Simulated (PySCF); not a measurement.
## How methods differ on the ionisation energy of Hg

Hg [Xe] 4f14 5d10 6s2 (1S) → Hg⁺ [Xe] 4f14 5d10 6s1 (2S), as a difference of total energies. All numbers are calculated (PySCF 2.14, a scalar-relativistic core potential, in def2-TZVPPD with the def2 core potential (60 electrons) (6s6p3d2f1g, 62 functions)). Correlated levels: valence: 5s2 5p6 frozen. The calculations carry no spin-orbit coupling.

**Question.** Order these methods by the ionisation energy they give, lowest first.
A. CCSD (valence)
B. CCSD(T) (valence)
C. UHF
D. MP2 (valence)

**Answer.** C (8.500 eV), A (10.023 eV), B (10.141 eV), D (10.296 eV).

Errors of the correlated levels include the incompleteness of this basis and the frozen core.

For comparison: 10.438 eV (measured; NIST Atomic Spectra Database, ionization energies).
